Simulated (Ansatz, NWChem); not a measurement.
**How basis sets differ on C2H7BN2 (SMILES NB1CNC1)**

C2H7BN2 has 12 atoms, charge 0, and is taken as a singlet. SMILES: `NB1CNC1`. The shape is that of a PBE0-D4/def2-TZVP optimisation.

Each level gives the HOMO–LUMO gap (eV). The values are calculated.

```tsv
level	kind	program	value (eV)	CPU time
HF/STO-3G	Hartree–Fock	Ansatz	16.47	0.33 s
HF/3-21G	Hartree–Fock	Ansatz	14.54	0.86 s
HF/cc-pVDZ	Hartree–Fock	Ansatz	14.34	3.6 s
HF/def2-SVP	Hartree–Fock	NWChem	14.23	21 s
```

The values span 14.23 to 16.47 eV. A Hartree–Fock LUMO above zero doesn't converge with the basis: it sinks as sets grow more diffuse. Orbital gaps aren't excitation energies. Times are those of the runs behind each value, whatever else they computed, on shared processors of several kinds: orders of magnitude only.
